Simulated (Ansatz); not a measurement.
Mulliken charges of BrFGaHO (`[OH][Ga]([F])[Br]`) from ωB97M-V/def2-TZVPP in Ansatz (PBE0-D4/def2-TZVP geometry).

```
atom   x (Å)   y (Å)   z (Å)  charge (e)
  O1  -0.925   0.443   0.944      -0.375
 Ga2   0.253  -0.235  -0.180       0.746
  F3   0.759   0.754  -1.525      -0.366
 Br4   1.107  -2.296   0.059      -0.186
  H5  -1.194   1.334   0.702       0.181
```

Task: By hand: the dipole of these point charges (1 e Å = 4.8032 D).

Result: Σ q r = (-0.164, 0.051, 0.186) e Å, of length 0.253 e Å = 1.22 D.

Task: How does the dipole of the full density compare? (Best estimate.)

Result: Ansatz gave: (-0.126, 0.128, 0.082) e Å, 0.95 D; the point charges give 1.28 times that, at 32° from its direction.

Point charges leave out the atoms' own dipoles, such as those of lone pairs, and Mulliken's split depends on the basis, so the two needn't agree.
